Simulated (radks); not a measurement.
Ho39+, configuration [Ar] 3d10.

Method: scalar-relativistic Kohn-Sham, LB94 model potential, spin-polarised, spherical densities, finite nucleus; Fermi nuclear charge, rms radius 5.2022 fm; computed with a radial shooting solver on a logarithmic mesh with Libxc functionals.

Energy parts (hartree):
part                   energy
kinetic            12694.7686
electron-nucleus  -26559.1365
Hartree             2405.3030
(The LB94 potential has no energy functional, so no total or exchange-correlation energy is given.)

Orbitals (lengths in bohr, moments of r in powers of bohr; r(max) is where P^2 peaks):
orbital,occ.,eigenvalue (hartree),<r^2>,r(max)
1s,2,-2112.250,0.0005863,0.01311
2s,2,-406.9115,0.009092,0.07446
2p,6,-368.2679,0.007361,0.06043
3s,2,-137.4878,0.05822,0.2093
3p,6,-125.6252,0.05790,0.2052
3d,10,-110.9764,0.04742,0.1662

The highest occupied level is 3d at -3019.8 eV. The density falls to 0.001 e/bohr^3 at r = 0.74 bohr. The electron density at the nucleus is 8.432e+05 e/bohr^3 (large components only). Summed over all electrons, <r^2> = 1.002 bohr^2, which gives a Langevin (diamagnetic) susceptibility term of -0.793 x 10^-6 cm^3/mol. For comparison, the ionisation energy in NIST's Atomic Spectra Database is 3018 eV (theoretical). In exact Kohn-Sham theory the highest level is minus the ionisation energy, but local and semilocal functionals leave it too shallow, through self-interaction and a potential that decays too fast; potentials with the right tail come closer.
